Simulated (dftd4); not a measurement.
H5O6Si2 (SMILES O[Si](O)O[Si](O)(O)O), doublet, geometry from GFN2-xTB; dftd4 with D4 for b97d.

dftd4 was given this input:
```
$ dftd4 mol.xyz --func b97d --charge 0 --json dftd4.json --noedisp --grad

# file mol.xyz
13

O      2.61728890    -0.43864607    -0.75338711
Si     1.54075433     0.74931123    -0.42222508
O      1.64399013     0.99967682     1.19418823
O      0.03058598     0.32008352    -0.81310671
Si    -1.21669970    -0.29577899     0.05183208
O     -1.24421804     0.40035486     1.51029094
O     -1.04061958    -1.90097724     0.18083183
O     -2.58806207    -0.02095453    -0.76140456
H      2.47207528    -1.00548236    -1.50638325
H      2.44267513     0.71598213     1.63621696
H     -0.39500160     0.64026863     1.88164247
H     -1.52834686    -2.45596103    -0.42028312
H     -2.87988961     0.87944209    -0.86499168
```

### Question
Write the output that dftd4 gives for this input, abridged.

### Answer

```
                    ____  _____ _____     ____  _  _
      -------------|  _ \|  ___|_   _|---|  _ \| || |------------
     |             | | | | |_    | | ___ | | | | || |_           |
     |             | |_| |  _|   | ||___|| |_| |__   _|          |
     |             |____/|_|     |_|     |____/   |_|            |
     |             ===================================           |
     |            E. Caldeweyher, S. Ehlert & S. Grimme          |
     |          Mulliken Center for Theoretical Chemistry        |
     |                    University of Bonn                     |
      -----------------------------------------------------------

Rational (Becke-Johnson) damping: b97d-D4-ATM
---------------------
  s6         1.0000
  s8         1.6946
  s9         1.0000
  a1         0.2890
  a2         4.1341
 alp        16.0000
--------------------

Dispersion energy:      -5.5849671816564E-02 Eh

Gradient norm:           5.7391600765869E-03 Eh/a0
--------------------------------------------------
     #    Z           dE/dx      dE/dy      dE/dz
--------------------------------------------------
     1    8 O     1.571E-03 -6.218E-04 -6.097E-04
     2   14 Si   -1.327E-03 -2.731E-04 -4.821E-04
     3    8 O     1.421E-03  1.247E-03  1.351E-03
     4    8 O    -1.940E-05  5.934E-04 -1.472E-03
     5   14 Si    1.627E-03  9.020E-04 -5.391E-04
     6    8 O    -1.544E-03  4.584E-04  2.150E-03
     7    8 O    -3.482E-04 -2.088E-03  3.731E-04
     8    8 O    -1.644E-03  1.293E-04 -8.446E-04
     9    1 H     2.158E-04 -2.480E-04 -2.797E-04
    10    1 H     4.471E-04 -1.677E-05  3.710E-04
    11    1 H    -3.571E-04 -1.684E-04 -1.630E-05
    12    1 H    -7.911E-05  5.290E-05 -5.483E-05
    13    1 H     3.634E-05  3.286E-05  5.334E-05
--------------------------------------------------

Virial:
--------------------------------------------------
      component           x          y          z
--------------------------------------------------
          x       2.030E-02 -1.080E-03 -4.383E-04
          y      -1.080E-03  1.024E-02  3.463E-03
          z      -4.383E-04  3.463E-03  1.583E-02
--------------------------------------------------

[Info] Dispersion results written to 'dftd4.txt'
[Info] JSON dump of results written to 'dftd4.json'
```
